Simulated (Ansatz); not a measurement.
Ansatz results at the PBE0-D4/def2-TZVP geometry: HOMO energy (PBE/def2-TZVPP) -6.47 eV; HOMO energy (ωB97M-V/def2-TZVPP) -9.69 eV; LUMO energy (ωB97M-V/def2-TZVPP) 1.30 eV.

Each molecule was computed in one conformer, which needn't be the lowest.

Task: Which molecule gave them?
A. `[SiH3][SiH2][NH][GeH3]`
B. `B[NH][GeH3]`
C. `C=C[N]([GeH3])[Si](C)(C)C`
D. `BN([SiH2][SiH3])[Si](C)(C)C`

Result: D. The others give `[SiH3][SiH2][NH][GeH3]`: -5.90, -9.33, 1.32; `C=C[N]([GeH3])[Si](C)(C)C`: -4.90, -8.17, 2.14; `B[NH][GeH3]`: -7.08, -10.63, 1.88.
